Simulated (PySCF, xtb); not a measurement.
methyl(silylsulfanyl)silane (CH8SSi2), SMILES [SiH3]S[SiH2]C.

xtb with GFN2-xTB at its own geometry gives an orbital gap of 4.46 eV and a dipole moment of 3.18 D.

Geometry: B3LYP-D3(BJ)/def2-SVP. The values are those of a single conformer.

### Question
What does M06-2X/def2-TZVP in PySCF give? (The exact figures need the calculation; the answer reports its results.)

### Answer
gap 9.21 eV (levels -8.44 and 0.77 eV), dipole 1.60 D.
